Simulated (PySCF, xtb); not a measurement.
H2O2S2, SMILES OSSO. One conformer was computed; it need not be the lowest.

Harmonic wavenumbers (cm⁻¹) from xtb with GFN2-xTB at its own minimum, in rising order: 141, 226, 238, 295, 315, 530, 688, 708, 1038, 1053, 3528, 3531.

**Question.** What does B3LYP-D3(BJ)/def2-SVP (PySCF) give at its own minimum? (The exact figures need the calculation; the answer reports its results.)

**Answer.** 148, 248, 286, 383, 408, 506, 714, 737, 1137, 1162, 3762, 3765. Paired by order, the mean absolute difference is 84 cm⁻¹ and the zero-point energies are 17.6 and 18.9 kcal/mol.
